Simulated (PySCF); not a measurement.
Sn(Cl)3(Et) (C2H5Cl3Sn), SMILES C[CH2][Sn]([Cl])([Cl])[Cl]. Atoms are numbered in the order given.

```xyz
11

C     -2.8671    -0.9198     0.0000
C     -1.4948    -1.5860     0.0000
Sn     0.0789    -0.1036     0.0000
Cl    -0.1119     1.2915    -1.8923
Cl     2.2557    -1.0019     0.0000
Cl    -0.1119     1.2915     1.8923
H     -3.0097    -0.2878    -0.8902
H     -3.0097    -0.2878     0.8902
H     -3.6628    -1.6830     0.0000
H     -1.3153    -2.2040     0.8925
H     -1.3153    -2.2040    -0.8925
```

Geometry optimised at B3LYP-D3(BJ)/def2-SVP. The def2 effective core potentials stand for the cores of Sn; spin–orbit coupling is left out. Other conformers were not sampled.

Computed with B3LYP-D3(BJ)/def2-SVP (PySCF).

Frequencies are harmonic and unscaled.

Computed normal modes with their intensities:
| mode | ν (cm⁻¹) | IR (km/mol) | moving atoms (share of kinetic energy) |
|---|---|---|---|
| 1 | 22 | 0.2 | C 44 %, H 30 %, Cl 21 % |
| 2 | 69 | 0.6 | Cl 41 %, C 37 %, H 14 % |
| 3 | 96 | 0.1 | Cl 54 %, H 24 %, C 22 % |
| 4 | 108 | 4.2 | Cl 83 %, Sn 12 % |
| 5 | 114 | 4.6 | Cl 53 %, Sn 19 %, H 18 %, C 11 % |
| 6 | 122 | 14.2 | Cl 67 %, Sn 26 % |
| 7 | 248 | 2.1 | C 60 %, H 21 %, Sn 10 %, Cl 8 % |
| 8 | 252 | 0.9 | H 88 %, C 10 % |
| 9 | 351 | 23.4 | Cl 86 %, Sn 9 % |
| 10 | 377 | 58.5 | Cl 72 %, Sn 28 % |
| 11 | 381 | 64.0 | Cl 70 %, Sn 29 % |
| 12 | 504 | 10.9 | C 66 %, H 21 %, Sn 12 % |
| 13 | 696 | 23.4 | H 83 %, C 17 % |
| 14 | 956 | 4.6 | H 91 %, C 9 % |
| 15 | 965 | 7.0 | H 73 %, C 26 % |
| 16 | 1046 | 9.6 | C 67 %, H 33 % |
| 17 | 1198 | 42.6 | H 69 %, C 30 % |
| 18 | 1236 | 1.9 | H 76 %, C 24 % |
| 19 | 1399 | 2.8 | H 83 %, C 17 % |
| 20 | 1435 | 1.5 | H 89 %, C 11 % |
| 21 | 1471 | 10.3 | H 97 % |
| 22 | 1477 | 3.5 | H 96 % |
| 23 | 3030 | 16.9 | H 97 % |
| 24 | 3070 | 1.9 | H 95 % |
| 25 | 3108 | 6.7 | H 91 %, C 9 % |
| 26 | 3120 | 4.0 | H 90 %, C 10 % |
| 27 | 3140 | 3.2 | H 90 %, C 10 % |
